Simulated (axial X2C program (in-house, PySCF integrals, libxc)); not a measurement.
Bond lengths and stretching modes, held linear, of HWH

Calculated with an in-house all-electron X2C program for linear molecules (integrals from PySCF): two-component X2C with atomic mean-field Coulomb and Gaunt terms, Gaussian nuclei, basis H dyall-v3z, W dyall-v3z with contracted cores. Spin-free rows use the one-electron spin-free X2C Hamiltonian.

Masses H 1.008, W 183.951, H 1.008 u. States: 2c Ω = 1 (beyond evenly filled blocks: ω = -3/2, ω = 5/2); spin-free M_S = 2, Λ = 1 (beyond evenly filled blocks: σα, π+α, δ+α, δ-α).

PBE, 2c: energies above the lowest point

```json
{"r(H–W) (Å)": "1.7765", "r(W–H) (Å)": "1.7765", "E (meV)": "33.22"}
{"r(H–W) (Å)": "1.7765", "r(W–H) (Å)": "1.8220", "E (meV)": "14.97"}
{"r(H–W) (Å)": "1.7765", "r(W–H) (Å)": "1.8675", "E (meV)": "18.97"}
{"r(H–W) (Å)": "1.8220", "r(W–H) (Å)": "1.7765", "E (meV)": "14.97"}
{"r(H–W) (Å)": "1.8220", "r(W–H) (Å)": "1.8220", "E (meV)": "0.00"}
{"r(H–W) (Å)": "1.8220", "r(W–H) (Å)": "1.8675", "E (meV)": "7.06"}
{"r(H–W) (Å)": "1.8220", "r(W–H) (Å)": "1.9131", "E (meV)": "32.69"}
{"r(H–W) (Å)": "1.8675", "r(W–H) (Å)": "1.7765", "E (meV)": "18.97"}
{"r(H–W) (Å)": "1.8675", "r(W–H) (Å)": "1.8220", "E (meV)": "7.06"}
{"r(H–W) (Å)": "1.8675", "r(W–H) (Å)": "1.8675", "E (meV)": "16.98"}
{"r(H–W) (Å)": "1.9131", "r(W–H) (Å)": "1.8220", "E (meV)": "32.69"}
{"r(H–W) (Å)": "1.9131", "r(W–H) (Å)": "1.9131", "E (meV)": "76.04"}
```

Task: Fit a quadratic surface with cubic terms in each bond: where is the minimum, and what are the two stretching wavenumbers?

Result: At PBE, 2c: bonds 1.828 and 1.828 Å; harmonic stretches 1563.7 and 1778.0 cm⁻¹; force constants 1.66, 1.66 and coupling 0.22 mdyn/Å.

The other levels and Hamiltonians give:

| Hamiltonian | level | r(H–W) (Å) | r(W–H) (Å) | lower stretch (cm⁻¹) | upper stretch (cm⁻¹) |
| --- | --- | --- | --- | --- | --- |
| 2c | PBE0 | 1.822 | 1.822 | 1605.6 | 1817.3 |
| 2c | HF | 1.845 | 1.845 | 1611.3 | 1819.0 |
| 2c | MP2 | 1.824 | 1.824 | 1646.0 | 1857.3 |
| spin-free | PBE0 | 1.823 | 1.823 | 1601.7 | 1821.7 |
| spin-free | HF | 1.846 | 1.846 | 1607.3 | 1822.5 |
| spin-free | PBE | 1.830 | 1.830 | 1559.8 | 1782.5 |
| spin-free | MP2 | 1.825 | 1.825 | 1643.0 | 1862.0 |

Each state is one determinant, the lowest of a limited PBE0 search; the stretches come from a fit to these few points and carry an uncertainty of a few per cent. Other orders of the atoms were not compared. MP2 freezes inner shells (threshold -2 hartree). The molecule was held linear; bending was not examined, so a bent shape may lie lower. Open-shell Ω = 0 determinants with evenly filled partner blocks cannot be reached by this program, so the Ω shown need not be the lowest component. Note: functional without a current term on a determinant with orbital currents, of the molecule or an atom. Note: several unpaired electrons, one determinant need not be a pure state.
